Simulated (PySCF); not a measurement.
Match the calculated data to a structure.

All candidates are C6H11BO2.

- Rotational structure: rotational constants A, B, C: 3.349, 1.174, 0.928 GHz [PBE0-D3(BJ)/def2-SVP]
- Valence photoelectron: vertical ionisation energy: 9.37 eV [ΔSCF CAM-B3LYP/def2-SVPD]
- UV, strongest line: among the 10 lowest singlet transitions: S2 at 7.19 eV (172 nm, f = 0.304) [TDDFT CAM-B3LYP/def2-SVPD]
- 1H NMR: chemical shifts (computed TMS as zero) by class: 5.68 (1 H), 5.24 (1 H), 4.32 (1 H), 4.28 (1 H), 4.17 (1 H), 4.13 (1 H), 1.91 (1 H), 1.77 (3 H), 1.37 (1 H) ppm [GIAO PBE/pcSseg-1]
- NMR, other nuclei: isotropic shieldings of nuclei other than C and H, by class: 73 (1 B), 167 (1 O), 187 (1 O) ppm [GIAO PBE/pcSseg-1]
- Dipole: 3.21 D [CAM-B3LYP/def2-SVPD]
- UV, first state: lowest singlet excitation: 6.96 eV (178 nm, f = 0.056) [TDDFT CAM-B3LYP/def2-SVPD]
- 13C NMR: chemical shifts (computed TMS as zero) by class: 150.8 (1 C), 115.9 (1 C), 77.1 (1 C), 65.8 (1 C), 36.7 (1 C), 22.1 (1 C) ppm [GIAO PBE/pcSseg-1]

Gas-phase values; electronic properties from PySCF, density fitting. Levels stand in brackets. Isolated species at its PBE0-D3(BJ)/def2-SVP geometry (one conformer only). NMR values are class means; diastereotopic atoms form classes of their own.

Question: Which candidate is it?
A. `CC(C)C1=CO[BH2-][O+]=C1`
B. `C=CCC1COBOC1`
C. `C=CC[C@@H]1CCOBO1`
D. `C=C(C)[C@H]1CCOBO1`

Answer: D. It is `C=C(C)[C@H]1CCOBO1`. Numbering: `[CH2:1]=[C:2]([CH3:3])[C@H:4]1[CH2:5][CH2:6][O:7][BH:8][O:9]1`. 6 carbons fall into 6 classes; from least to most shielded: fully substituted alkene carbon [C2] (150.8 ppm), terminal =CH2 carbon [C1] (115.9 ppm), ring sp3 carbon bound to oxygen [C4] (77.1 ppm), ring sp3 carbon bound to oxygen [C6] (65.8 ppm), ring CH2 carbon [C5] (36.7 ppm), allylic carbon [C3] (22.1 ppm). Hydrogen classes from least to most shielded: 1 H on a terminal =CH2 carbon, C1 (5.68 ppm), 1 H on a terminal =CH2 carbon, C1 (5.24 ppm), 1 H on an sp3 carbon bound to oxygen, C4 (4.32 ppm), 1 H on a three-coordinate boron, B8 (4.28 ppm), 1 H on an sp3 carbon bound to oxygen, C6 (4.17 ppm), 1 H on an sp3 carbon bound to oxygen, C6 (4.13 ppm), 1 H on a ring CH2 carbon, C5 (1.91 ppm), 3 H on an allylic carbon, C3 (1.77 ppm), 1 H on a ring CH2 carbon, C5 (1.37 ppm). The other shieldings belong to: 73 ppm, three-coordinate boron [B8]; 167 ppm, boron-bound oxygen [O9]; 187 ppm, boron-bound oxygen [O7]. The first electron is taken from the HOMO, whose largest Löwdin shares are 0.37 on the terminal =CH2 carbon, 0.33 on the fully substituted alkene carbon, 0.06 on the allylic carbon and 0.06 on an sp3 carbon bound to oxygen. The optimised geometry has point group C1 and is an asymmetric top.

The others, at the same levels:
- `CC(C)C1=CO[BH2-][O+]=C1` fails: its computed lowest singlet excitation is 3.80 eV (327 nm, f = 0.042) (against 6.96 eV), vertical ionisation energy is 8.99 eV (against 9.37 eV) and strongest line among the 10 lowest singlet transitions is S3 at 5.58 eV (222 nm, f = 0.076) (against S2 at 7.19 eV).
- `C=CCC1COBOC1` fails: its computed lowest singlet excitation is 7.35 eV (169 nm, f = 0.324) (against 6.96 eV), vertical ionisation energy is 9.97 eV (against 9.37 eV) and rotational constant A is 3.879 GHz (against 3.349 GHz).
- `C=CC[C@@H]1CCOBO1` fails: its computed 13C shifts are 141.4 (1 C), 125.0 (1 C), 76.6 (1 C), 65.4 (1 C), 48.1 (1 C), 35.7 (1 C) ppm, 1H shifts are 6.00 (1 H), 5.47 (1 H), 5.39 (1 H), 4.17 (1 H), 4.13 (1 H), 4.10 (1 H), 3.74 (1 H), 2.55 (1 H), 2.05 (1 H), 1.82 (1 H), 1.42 (1 H) ppm and lowest singlet excitation is 7.32 eV (169 nm, f = 0.381) (against 6.96 eV).

Each candidate is one conformer, not necessarily the lowest. The conformers computed, where there is a choice (atom-mapped SMILES and torsion angles):
- `[CH3:1][CH:2]([CH3:3])[C:4]1=[CH:5][O:6][BH2-:7][O+:8]=[CH:9]1`: C1–C2–C4–C5 -106°

The conformers of `C=C(C)[C@H]1CCOBO1`, `C=CCC1COBOC1` and `C=CC[C@@H]1CCOBO1` aren't listed.
